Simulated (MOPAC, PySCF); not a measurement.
[Ti(F)3(NH2)], neutral singlet in the gas phase. 

Cartesian coordinates (Å):
```xyz
7

Ti     0.0615    -0.0015     0.0325
F     -0.4049     1.6612     0.3280
F     -1.1467    -0.9380    -0.8340
F      1.5373    -0.0640    -0.9286
N      0.3577    -0.8027     1.6882
H      0.4679    -0.2936     2.5724
H      0.4780    -1.8112     1.8359
```
Charge 0, spin multiplicity 1.

All levels are single points at this geometry (PBE-D3(BJ)/def2-SVP); Pople sets use spherical d functions. Orbital energies aren't observables, and empty levels follow the basis.

| level | HOMO (eV) | LUMO (eV) | gap (eV) | dipole (D) | vertical IE, Delta-SCF (eV) |
|---|---|---|---|---|---|
| TPSSh-D3(BJ)/def2-TZVP in PySCF | -7.70 | -3.09 | 4.61 | 2.86 | – |
| B3LYP/3-21G in PySCF | -7.45 | -2.06 | 5.39 | 2.78 | – |
| B3LYP/6-31G* (LANL2DZ on Ti) in PySCF | -8.08 | -2.77 | 5.31 | 2.99 | 10.69 |
| BP86/6-31G* (LANL2DZ on Ti) in PySCF | -6.90 | -3.45 | 3.45 | 2.84 | – |
| PBE/6-31G* (LANL2DZ on Ti) in PySCF | -6.78 | -3.34 | 3.44 | 2.82 | 10.46 |
| HF/3-21G in PySCF | -11.82 | 1.57 | 13.39 | 3.10 | – |
| HF/STO-3G in PySCF | -8.67 | 8.68 | 17.36 | 1.16 | – |
| PM6 in MOPAC | -11.02 | -1.94 | 9.09 | 3.59 | – |
| PM7 in MOPAC | -10.75 | -0.86 | 9.90 | 3.91 | – |
